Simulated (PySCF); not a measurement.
Cl₄Sn, SMILES [Cl][Sn-]([Cl])([Cl])[Cl] (connectivity only; charge and spin as stated), charge -1, multiplicity 2.

Coordinates come from a PBE0-D3(BJ)/def2-SVPD optimisation. The def2 effective core potentials stand for the cores of Sn; spin–orbit coupling is left out.

All values below come from PBE0-D3(BJ)/def2-SVPD in PySCF 2.14.0.

Frequencies are harmonic and unscaled.

Modes within 1.5 cm⁻¹ of each other (mostly degenerate sets) share a row, with their intensities summed.

Computed harmonic wavenumbers and intensities:
```csv
mode,ν (cm⁻¹),IR (km/mol),moving atoms (share of kinetic energy)
1–3,32,1.5,"Cl 81 %, Sn 19 %"
4–5,63,0.0,Cl 100 %
6,269,0.0,Cl 100 %
7–9,272,350.8,"Cl 64 %, Sn 36 %"
```
